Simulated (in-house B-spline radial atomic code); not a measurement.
Lu IV (Lu3+) is squeezed into an impenetrable sphere of radius R (the orbitals vanish at R). Level of theory: Dirac-Hartree-Fock, average of configuration, Fermi nucleus of rms radius 5.37 fm; calculated with a radial B-spline atomic code at the basis-set limit.

Energies in eV above the free ion in [Xe] 4f14:

```
R (bohr)  highest level (eV)  [Xe] 4f14  [Kr] 4d9 4f14 5s2 5p6 5f1  [Kr] 4d10 4f14 5s2 5p5 5d1
    7.04               -47.9          0                      225.8                       33.23
    6.15               -47.9  0.0001399                      226.8                       33.24
    4.88               -47.9    0.01168                      230.1                       33.41
    3.99               -47.7     0.2351                      236.2                       34.31
    3.85               -47.6     0.3729                      237.8                       34.68
    2.85               -44.1      9.152                      264.6                       47.68
    2.51               -39.6      26.42                      293.9                       68.56
    2.13               -28.8      86.55                        376                       135.8
    1.76               -5.42      283.3                      613.2                       345.5
    1.31                 136       1363                       1816                        1455
```

Q: Does [Kr] 4d9 4f14 5s2 5p6 5f1 fall below [Xe] 4f14 under compression?

A: No, it stays above over the whole range.

Q: Does [Kr] 4d10 4f14 5s2 5p5 5d1 fall below [Xe] 4f14 under compression?

A: No, it stays above over the whole range.

The highest level is first positive in the row R = 1.31 bohr, pushed up by confinement above the zero of the free ion's potential. Each configuration is held fixed and needn't be the lowest in the sphere.
